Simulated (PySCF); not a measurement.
PySCF input (M06-2X/6-311+G**):

```python
from pyscf import gto, dft

mol = gto.M(
    atom='''
    C     0.00000000    0.00000000    0.00000000
    H     0.53559500    0.93585800    0.03753700
    H    -1.07887000   -0.00405600   -0.01111700
    H     0.54327500   -0.93180200   -0.02641900
    ''',
    basis='6-311+g**',
    charge=0,
    spin=1,
    verbose=4,
)

mf = dft.UKS(mol, xc='m062x')
mf.grids.level = 4
mf.conv_tol = 1e-9
mf.max_cycle = 100
mf.max_memory = 1500
mf.kernel()
if not mf.converged:
    mf = mf.newton()
    mf.kernel(mf.make_rdm1())
mo, _, stable, _ = mf.stability(return_status=True)
if not stable:
    mf.kernel(mf.make_rdm1(mo, mf.mo_occ))
    stable = mf.stability(return_status=True)[2]
mf.dip_moment()
```

Output:

```
PySCF version 2.14.0

[INPUT] verbose = 4
[INPUT] num. atoms = 4
[INPUT] num. electrons = 9
[INPUT] charge = 0
[INPUT] spin (= nelec alpha-beta = 2S) = 1
[INPUT] symmetry False subgroup None
[INPUT] Mole.unit = angstrom
[INPUT] Symbol           X                Y                Z      unit          X                Y                Z       unit  Magmom
[INPUT]  1 C      0.000000000000   0.000000000000   0.000000000000 AA    0.000000000000   0.000000000000   0.000000000000 Bohr   0.0
[INPUT]  2 H      0.535595000000   0.935858000000   0.037537000000 AA    1.012127863686   1.768515311483   0.070934649538 Bohr   0.0
[INPUT]  3 H     -1.078870000000  -0.004056000000  -0.011117000000 AA   -2.038768824010  -0.007664729161  -0.021008085327 Bohr   0.0
[INPUT]  4 H      0.543275000000  -0.931802000000  -0.026419000000 AA    1.026640960323  -1.760850582322  -0.049924674485 Bohr   0.0

nuclear repulsion = 9.67783167574586
number of shells = 22
number of NR pGTOs = 59
number of NR cGTOs = 40
basis = 6-311+g**
ecp = {}

******** <class 'pyscf.dft.uks.UKS'> ********
method = UKS
initial guess = minao
damping factor = 0
level_shift factor = 0
DIIS = <class 'pyscf.scf.diis.CDIIS'>
diis_start_cycle = 1
diis_space = 8
diis_damp = 0
SCF conv_tol = 1e-09
SCF conv_tol_grad = None
SCF max_cycles = 100
direct_scf = True
direct_scf_tol = 1e-13
number electrons alpha = 5  beta = 4
XC library pyscf.dft.libxc version 7.1.2
    S. Lehtola, C. Steigemann, M. J. T. Oliveira, and M. A. L. Marques,  SoftwareX 7, 1–5 (2018)
XC functionals = m062x
    Y. Zhao and D. G. Truhlar,  Theor. Chem. Acc. 120, 215 (2008)
    Y. Zhao and D. G. Truhlar,  Theor. Chem. Acc. 120, 215 (2008)
radial grids:
    Treutler-Ahlrichs [JCP 102, 346 (1995); DOI:10.1063/1.469408] (M4) radial grids

becke partition: Becke, JCP 88, 2547 (1988); DOI:10.1063/1.454033
pruning grids: <function nwchem_prune>
grids dens level: 4
symmetrized grids: False
atomic radii adjust function: <function treutler_atomic_radii_adjust>
small_rho_cutoff = 0
Set gradient conv threshold to 3.16228e-05
tot grids = 75736
init E= -39.644398885609
  alpha nocc = 5  HOMO = -0.185152543802541  LUMO = 0.0197787738004394
  beta  nocc = 4  HOMO = -0.466329395234976  LUMO = -0.185152543802538

WARN: HOMO -0.185152543802541 >= LUMO -0.185152543802538

cycle= 1 E= -39.8159948857862  delta_E= -0.172  |g|= 0.0799  |ddm|= 0.839
  alpha nocc = 5  HOMO = -0.272527495566376  LUMO = 0.0283458439632511
  beta  nocc = 4  HOMO = -0.472425009814105  LUMO = -0.0417681408414232
  HOMO = -0.272527495566  LUMO = -0.0417681408414  gap/eV = 6.27928
cycle= 2 E= -39.820052697873  delta_E= -0.00406  |g|= 0.0334  |ddm|= 0.0876
  alpha nocc = 5  HOMO = -0.290389799679829  LUMO = 0.026136262662984
  beta  nocc = 4  HOMO = -0.484314882357852  LUMO = -0.0492771157035961
  HOMO = -0.29038979968  LUMO = -0.0492771157036  gap/eV = 6.56101
cycle= 3 E= -39.8206785639249  delta_E= -0.000626  |g|= 0.0165  |ddm|= 0.0283
  alpha nocc = 5  HOMO = -0.285998190850677  LUMO = 0.0269917809658295
  beta  nocc = 4  HOMO = -0.478374802016104  LUMO = -0.0435433877627709
  HOMO = -0.285998190851  LUMO = -0.0435433877628  gap/eV = 6.59753
cycle= 4 E= -39.820858139833  delta_E= -0.00018  |g|= 0.0029  |ddm|= 0.0137
  alpha nocc = 5  HOMO = -0.286851975589773  LUMO = 0.02680856867347
  beta  nocc = 4  HOMO = -0.47837530434652  LUMO = -0.0428135165268699
  HOMO = -0.28685197559  LUMO = -0.0428135165269  gap/eV = 6.64062
cycle= 5 E= -39.8208719712713  delta_E= -1.38e-05  |g|= 0.000504  |ddm|= 0.0055
  alpha nocc = 5  HOMO = -0.286940284587093  LUMO = 0.0268102844042026
  beta  nocc = 4  HOMO = -0.478257588915723  LUMO = -0.0427592269198449
  HOMO = -0.286940284587  LUMO = -0.0427592269198  gap/eV = 6.64451
cycle= 6 E= -39.8208723604171  delta_E= -3.89e-07  |g|= 3.59e-05  |ddm|= 0.000986
  alpha nocc = 5  HOMO = -0.286941790220062  LUMO = 0.0268118418549541
  beta  nocc = 4  HOMO = -0.478253050765492  LUMO = -0.0427650882853889
  HOMO = -0.28694179022  LUMO = -0.0427650882854  gap/eV = 6.64439
cycle= 7 E= -39.8208723620498  delta_E= -1.63e-09  |g|= 4.25e-06  |ddm|= 5.71e-05
  alpha nocc = 5  HOMO = -0.286941427448607  LUMO = 0.0268114051759127
  beta  nocc = 4  HOMO = -0.478252936694185  LUMO = -0.0427662878778712
  HOMO = -0.286941427449  LUMO = -0.0427662878779  gap/eV = 6.64434
cycle= 8 E= -39.8208723620771  delta_E= -2.73e-11  |g|= 6.63e-07  |ddm|= 6.96e-06
  alpha nocc = 5  HOMO = -0.286941402822098  LUMO = 0.0268115088000762
  beta  nocc = 4  HOMO = -0.478253134973292  LUMO = -0.0427664161341177
  HOMO = -0.286941402822  LUMO = -0.0427664161341  gap/eV = 6.64434
Extra cycle  E= -39.8208723620779  delta_E= -7.96e-13  |g|= 2.28e-07  |ddm|= 9.89e-07
converged SCF energy = -39.8208723620779  <S^2> = 0.75465048  2S+1 = 2.0046451
uhf_internal: lowest eigs of H = [0.42968731 0.49265402 0.49270655]
<class 'pyscf.dft.uks.UKS'> wavefunction is stable in the internal stability analysis
Dipole moment(X, Y, Z, Debye): -0.00001,  0.00001, -0.00000
```

The geometry given is a B3LYP-D3(BJ)/def2-TZVP minimum.
